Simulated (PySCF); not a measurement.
# Reading the logs of faulty runs: BH6OSi2

These are calculations, not measurements. The program is PySCF 2.14.0, an open-source quantum chemistry code, run on an isolated molecule that a program drew, which may never have been made. The molecule is BH6OSi2 (charge 0, doublet), drawn as the SMILES string `O[SiH]B[SiH3]`.

Each row is a Hartree-Fock (HF) and frozen-core CCSD(T) single point in the cc-pV(D+d)Z basis, meant for a local HF minimum. Run 1 is clean. Each other run has one planted mistake out of seven kinds, and not every kind appears here: one electron removed, one electron added, multiplicity raised by two, geometry at a saddle point, minimal basis STO-3G, one bond length entered in bohr, all coordinates scaled. The reference is restricted for singlets and unrestricted otherwise, and also for a bond in bohr. Adding or removing an electron swaps singlet and doublet. Electrons count all cores. HOMO and LUMO are orbital energies over both spins, the gradient is its largest component, and the lowest frequency (negative if imaginary) is given only where the gradient is small. Bond lengths are over the 9 bonds as drawn. T1 is the CCSD diagnostic: over 0.02 (restricted) or 0.045 (unrestricted) a single reference is doubtful.

Geometry of the clean run:
```xyz
10
BH6OSi2, angstrom
O    -0.6921    0.8283    1.4873
Si   -0.0619   -0.6555    1.2180
B     1.0384   -1.1598   -0.2488
Si    1.5886    0.1241   -1.7168
H    -0.5088    1.5231    0.8699
H    -0.5310   -1.4804    2.3410
H     1.3998   -2.3052   -0.2624
H     3.0654    0.2736   -1.7911
H     1.0262    1.4891   -1.4960
H     1.1112   -0.3279   -3.0497
```

| run | electrons | basis functions | <S^2> | HOMO (eV) | LUMO (eV) | gradient (hartree/bohr) | lowest frequency (cm^-1) | mean bond (Å) | longest bond (Å) | T1 | HF (hartree) | CCSD(T) (hartree) | mistake |
|---|---|---|---|---|---|---|---|---|---|---|---|---|---|
| 1 | 47 | 104 | 0.759 | -8.12 | 0.58 | 9.5e-06 | 93 | 1.5163 | 2.026 | 0.0161 | -680.89699 | -681.42868 | no fault |
| 2 | 47 | 104 | 1.067 | -8.04 | 0.95 | 2.6e-02 | - | 1.7042 | 3.594 | 0.0527 | -680.79634 | -681.31270 | one bond length entered in bohr |
| 3 | 47 | 34 | 0.755 | -4.72 | 5.31 | 4.3e-02 | - | 1.5163 | 2.026 | 0.0217 | -672.84345 | -673.05195 | minimal basis STO-3G |
| 4 | 48 | 104 | 0.000 | -1.06 | 8.02 | 4.0e-02 | - | 1.5163 | 2.026 | 0.0145 | -680.90406 | -681.47378 | one electron added |
| 5 | 47 | 104 | 3.780 | -4.94 | -2.06 | 4.7e-02 | - | 1.5163 | 2.026 | 0.0290 | -680.71794 | -681.23866 | ? |

**Which mistake was planted in run 5, and what did it cost?**

Electrons, basis and geometry are unchanged, and <S^2> is 3.780, beside S(S+1) = 3.75 for a multiplicity of 4. So the mistake is: multiplicity raised by two. Subtracting run 1 and multiplying by 627.51 kcal/mol a hartree, the energy moved by 112.4 kcal/mol in HF and 119.2 kcal/mol in CCSD(T).

Cautions from the logs. Run 2: T1 is over the limit, so its CCSD(T) energy is less reliable.
